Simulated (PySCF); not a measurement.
# Ionisation energy of Ru by level of theory

Ru [Kr] 4d7 5s1 (5F) → Ru⁺ [Kr] 4d7 (4F), as a difference of total energies. All numbers are calculated (PySCF 2.14, a scalar-relativistic core potential, in aug-cc-pVDZ-PP with ECP28MDF). Correlated levels: valence: 4s2 4p6 frozen. The calculations carry no spin-orbit coupling.

```tsv
method	ionisation energy (eV)
UHF	6.296
LDA	8.098
PBE0	7.510
r2SCAN	7.757
B97-3	7.249
BP86	7.963
PW91	7.878
BHandHLYP	7.146
MP2 (valence)	7.131
```

**Question.** Estimate what SCS-MP2 (valence) gives.

**Answer.** 6.883 eV, closest to MP2 (valence) among the rows shown.

**Question.** Estimate what PBE gives.

**Answer.** 7.812 eV, closest to r2SCAN among the rows shown.

Errors of the correlated levels include the incompleteness of this basis and the frozen core.

For comparison: 7.365 eV (measured; NIST levels, between the centres of gravity of the two terms).
